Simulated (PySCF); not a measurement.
Input of a run (PBE0-D3(BJ)/def2-SVP geometry optimisation, gas phase (PySCF 2.14.0)), started from GFN2-xTB:
```
{"job": {"xc": "PBE0", "basis": "def2-SVP", "d3": "d3bj", "grid": 1, "shake": 0.01, "kind": "geom"}, "charge": 0, "multiplicity": 1}
F     -2.502100     1.347320     0.284960
C     -2.390560     0.081390    -0.075710
F     -3.490590    -0.553900     0.379410
F     -2.432840     0.054500    -1.416160
C     -1.104770    -0.531000     0.434230
C      0.119140     0.224630    -0.098210
O      1.279180    -0.380500     0.410320
Si     2.841590     0.023990     0.149710
H     -1.114740    -0.473360     1.554250
H     -1.070130    -1.573120     0.147040
H      0.116680     0.177360    -1.183570
H      0.085030     1.274460     0.213750
H      3.133770    -0.059930    -1.278000
H      3.423120    -1.005790     0.983830
H      3.091900     1.376560     0.602010
```

Output (energies in Eh, forces in Eh/bohr):
```
step   0  E = -781.72709034  max force = 0.031603
step   1  E = -781.73452465  max force = 0.005734
step   2  E = -781.73497251  max force = 0.003012
step   3  E = -781.73504063  max force = 0.001270
step   4  E = -781.73506259  max force = 0.000941
step   5  E = -781.73506792  max force = 0.000585
step   6  E = -781.73506647  max force = 0.000321
optimisation converged
```

Q: Summarise the run.

A: The energy falls by 0.217 eV over 7 energy and gradient evaluations, the largest force component goes from 0.0316 to 3.2e-04 Eh/bohr, and the atoms move by 0.090 Å rms after alignment. The bond that changes most is Si8–H15 (oxygen-bound silicon to Si–H hydrogen), which lengthens by 0.049 Å. Bonds longer at the end by more than 0.005 Å: 8 of 14; shorter: 4. Among the angles that change most is O7–Si8–H14, from 96.7° to 106.2°. The energy rose by more than 1e-6 Eh at step 6. The first step brought 93 % of the lowering.

Q: What are the final bond lengths?

A: F1–C2 1.339 Å, C2–F3 1.334 Å, C2–F4 1.340 Å, C2–C5 1.503 Å, C5–C6 1.516 Å, C6–O7 1.401 Å, O7–Si8 1.669 Å, C5–H9 1.100 Å, C5–H10 1.100 Å, C6–H11 1.107 Å, C6–H12 1.107 Å, Si8–H13 1.496 Å, Si8–H14 1.486 Å, Si8–H15 1.497 Å. Numbering counts from 1 in the input's order; the species is `FC(F)(F)CCO[SiH3]`.

The run used 151 basis functions and 46 SCF cycles in all. On one thread, Intel Xeon at 2.50 GHz (x86_64), no GPU (shared host), this took 2.5 min wall and 0.59 GiB of memory at its peak.

No PBE0-D3(BJ)/def2-SVP frequencies stand behind this structure, so it isn't proved a minimum. One conformer, not necessarily the lowest.

The values belong to the conformer `[F:1][C:2]([F:3])([F:4])[CH2:5][CH2:6][O:7][SiH3:8]`: F1–C2–C5–C6 -60°, C2–C5–C6–O7 179°, C5–C6–O7–Si8 -178°.
